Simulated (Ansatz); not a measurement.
Geometry optimisation, RHF/cc-pVDZ in Ansatz.

Input:

```yaml
crystal:
  periodic: [false, false, false]
  atoms:
    - { symbol: Al, position_ang: [0.01814, -0.383041, 0.176868] }
    - { symbol: O, position_ang: [-0.143008, -0.290477, 1.914377] }
    - { symbol: H, position_ang: [-0.958519, -0.394943, 2.37715] }
    - { symbol: O, position_ang: [1.585208, -0.409107, -0.483966] }
    - { symbol: H, position_ang: [1.791778, -0.536293, -1.396884] }
    - { symbol: O, position_ang: [-1.327553, -0.551748, -0.861602] }
    - { symbol: H, position_ang: [-2.243532, -0.523593, -0.645651] }
    - { symbol: H, position_ang: [0.19448, 2.300993, 0.796539] }
    - { symbol: H, position_ang: [0.111705, 1.836908, 1.332668] }
basis:
  gaussian: { orbitals: cc-pVDZ }
hamiltonian:
  xc: hf
relax:
  f_tol: 0.03
  max_steps: 50
```

Run as:

```bash
$ ansatz run input.yaml --threads 1 --pin off --max-ram 2048MiB --backend cpu --events-out ev --progress --plain --runs-dir out
```

Where does it end, and by what steps?

The forces met the threshold. The force dipped under the threshold on the way, but the program's further checks kept it going. After 12 steps the energy has fallen by 0.132 eV; H9 moved furthest, 0.42 Å.

```
step  energy less start (eV)  largest force component (eV/Å)  accepted
   0                  0.0000                           1.212       yes
   1                 -0.1041                           0.599       yes
   2                 -0.1134                           0.729       yes
   3                 -0.1245                           0.322       yes
   4                 -0.1282                           0.147       yes
   5                 -0.1304                           0.009       yes
   6                 -0.1308                           0.034       yes
   7                 -0.1309                           0.042       yes
   8                 -0.1311                           0.042       yes
   9                 -0.1314                           0.060       yes
  10                 -0.1314                           0.085       yes
  11                 -0.1316                           0.062       yes
  12                 -0.1317                           0.025       yes
```

```xyz
9
Properties=species:S:1:pos:R:3
Al 0.031 -0.512 0.256
O -0.124 -0.701 1.943
H -0.914 -0.713 2.455
O 1.604 -0.573 -0.394
H 1.795 -0.502 -1.314
O -1.286 -0.319 -0.816
H -2.204 -0.284 -0.608
H -0.037 2.429 0.498
H 0.164 2.224 1.190
```

The run took 20 s on 1 thread of Arm Neoverse V1, with other jobs on the host, peak memory 0.15 GiB.
